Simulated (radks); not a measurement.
Values are calculated unless marked as measured or tabulated.
Task: Species: S2+. Configuration: [Ne] 3s1 3p2 3d1 (not the ground configuration). Code: a radial shooting solver on a logarithmic mesh with Libxc functionals. Model: non-relativistic Kohn-Sham, PBE, spin-unpolarised, spherical densities, point nucleus. Some entries of the table are withheld. Estimate them.

orbital,occ.,eigenvalue (hartree),<r^2> (bohr^2)
1s,2,-89.27609,0.01272
2s,2,-8.83147,(1)
2p,6,(2),0.2432
3s,1,-1.51937,2.797
3p,2,-1.09891,3.487
3d,1,-0.53623,6.182
4s,0,-0.45921,17.05
4p,0,-0.35583,22.56

Result: 
(1) 2s <r^2> (bohr^2): 0.2738
(2) 2p eigenvalue (hartree): -6.85539
